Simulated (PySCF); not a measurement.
**Energy of Pt+ (platinum, charge +1) between two integer charges**

The 5d beta orbital of [Xe] 4f14 5d9 is emptied in steps (occupation f), with all orbitals relaxed, ending at [Xe] 4f14 5d8. Calculation: PySCF 2.14, in def2-SVP with the def2 core potential (60 electrons); a scalar-relativistic core potential. The exact energy is a straight line in f; departures are measured from the line between the end points of the same method.

```tsv
f	PBE0 (eV)	r2SCAN (eV)
1	0.000	0.000
0.9	-0.306	-0.384
0.7	-0.740	-0.927
0.5	-0.900	-1.161
0.3	-0.769	-1.002
0.1	-0.334	-0.437
0	0.000	0.000
```

**Question.** For PBE0, how does the orbital energy at f = 1 compare with the removal energy?

**Answer.** −ε = 15.528 eV against a total-energy difference of 18.852 eV. By Janak's theorem ε = ∂E/∂f, so the gap between them reflects the curvature. Along the path −ε is 16.062 (f = 0.9), 17.343 (f = 0.7), 18.769 (f = 0.5), 20.261 (f = 0.3), 21.798 (f = 0.1) eV.

| method | E(f=0) − E(f=1) (eV) | −ε at f=1 (eV) | −ε at f=0.5 (eV) |
| --- | --- | --- | --- |
| PBE0 | 18.852 | 15.528 | 18.769 |
| r2SCAN | 18.806 | 14.583 | 18.596 |

Reference removal energy between the ground levels: 18.56 ± 0.12 eV (measured; NIST Atomic Spectra Database, ionization energies). The calculation has no spin-orbit coupling. The determinant left behind need not be the lowest term of the ion.
